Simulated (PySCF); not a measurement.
# `C[C@@](F)(Br)CC(=O)O`, C4H6BrFO2

Cartesian coordinates in Å; atom numbers follow the order of the lines, from 1:
```xyz
14

C    -1.4975    0.9232    0.4859
C    -0.8904   -0.4579    0.5403
F    -0.6337   -0.8074    1.8322
Br   -2.2362   -1.7878   -0.1032
C     0.3766   -0.6463   -0.2873
C     1.5213    0.2019    0.2434
O     1.4845    1.3854    0.4366
O     2.6013   -0.5422    0.4624
H    -1.8292    1.1467   -0.5246
H    -2.3478    0.9808    1.1629
H    -0.7493    1.6550    0.7876
H     0.1718   -0.3548   -1.3192
H     0.6920   -1.6910   -0.2620
H     3.3359   -0.0060    0.8028
```

The calculation used PySCF, GIAO PBE0/pcSseg-1 magnetisability, rotational g tensor and spin-rotation constants, non-relativistic, gas phase. Geometry: GFN2-xTB.

The calculation is non-relativistic, which matters for the atoms heavier than Zn.

Problem. Give the nuclear spin-rotation constants along the inertial axes (H = +C I·J) beside the isotropic shieldings.

Solution. Rotational constants 2.9818, 0.7056, 0.6561 GHz. A star marks the isotopologue with that one atom substituted, in its own axes.
| atom | isotope | Caa (kHz) | Cbb (kHz) | Ccc (kHz) | mean (kHz) | σ (ppm) |
| --- | --- | --- | --- | --- | --- | --- |
| F3 | 19F | 2.274 | 0.913 | 0.807 | 1.331 | 280.2 |
| Br4 | 79Br | 1.957 | 2.046 | 1.912 | 1.972 | 1711.9 |
| H9 | 1H | -0.327 | -0.074 | 0.012 | -0.130 | 29.9 |
| H10 | 1H | -0.192 | -0.034 | -0.046 | -0.091 | 29.3 |
| H11 | 1H | 0.033 | -0.048 | -0.068 | -0.028 | 28.1 |
| H12 | 1H | -0.313 | -0.088 | 0.030 | -0.124 | 28.7 |
| H13 | 1H | -0.301 | 0.029 | -0.068 | -0.114 | 27.9 |
| H14 | 1H | 0.178 | -0.069 | -0.084 | 0.009 | 25.4 |
| C1 | 13C* | 0.534 | 0.103 | 0.112 | 0.249 | 153.0 |
| C2 | 13C* | 0.905 | 0.233 | 0.185 | 0.441 | 59.5 |
| C5 | 13C* | 0.508 | 0.143 | 0.135 | 0.262 | 135.1 |
| C6 | 13C* | 1.415 | 0.257 | 0.185 | 0.619 | 13.9 |
| O7 | 17O* | -1.448 | -0.414 | -0.091 | -0.651 | -97.6 |
| O8 | 17O* | -0.807 | -0.158 | -0.126 | -0.363 | 115.0 |

For the geometry as given, no vibrational averaging.

Problem. How do the rotational constants and the g tensor change when H9, H10, H11, H12, H13, H14 are replaced by deuterium?

Solution. Constants 2.6204, 0.6833, 0.6259 GHz; g -0.0240, -0.0077, -0.0048, against -0.0271, -0.0080, -0.0050 before.
